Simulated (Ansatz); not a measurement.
Z-matrix (Å, degrees):
```
C
Si 1 1.886
O 1 1.414 2 109.1
H 1 1.100 2 108.7 3 -122.7
H 1 1.102 2 107.7 3 121.8
Se 2 2.279 1 113.5 3 64.5
H 2 1.487 1 107.6 3 -173.6
H 2 1.483 1 110.2 3 -53.0
H 3 0.960 1 109.0 2 -175.7
H 6 1.469 2 92.8 1 74.8
```

Charge 0, multiplicity 1.

Question: List the r2SCAN/def2-TZVPP orbital energies in eV (Ansatz). (An estimate is asked.)

Answer: The calculation gave: Occupied: -12333.96, -1791.40, -1574.62, -1411.86, -1411.84, -1411.79, -516.00, -274.30, -210.74, -154.21, -154.10, -153.92, -141.82, -96.72, -96.66, -96.65, -54.58, -54.55, -54.41, -54.34, -54.32, -27.09, -18.35, -17.69, -13.45, -13.10, -11.52, -10.21, -9.80, -8.70, -8.09, -7.68, -6.87, -6.04. Lowest empty: -0.38, -0.13, 0.38, 0.64, 1.50, 1.76, 2.49, 2.91.
